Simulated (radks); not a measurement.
Question: Neutral molybdenum, [Kr] 4d5 5s1. Method: non-relativistic Kohn-Sham, PBE, spin-polarised, spherical densities, point nucleus; computed with a radial shooting solver on a logarithmic mesh with Libxc functionals. Every spin shell is full or empty, so the densities are truly spherical. Functionals are evaluated on that one density, not self-consistently. Rank these exchange functionals by their error against the exact value of the orbitals, and give that value: LDA, B88, PBEsol, RPBE, PW91, PW86, WC, SOGGA, G96, EV93, APBE, SCAN, r2SCAN, TASK, MVS.

Answer: Exact: -119.804 hartree. From best to worst, with 100 (|E| - |E exact|)/|E exact| (equal figures are ties): r2SCAN -0.03, PW91 +0.04, PW86 -0.05, MVS +0.07, B88 +0.08, EV93 -0.14, RPBE -0.17, SCAN +0.25, G96 +0.37, APBE +0.40, WC -0.88, TASK -2.31, PBEsol -2.37, SOGGA -2.39, LDA -5.17.
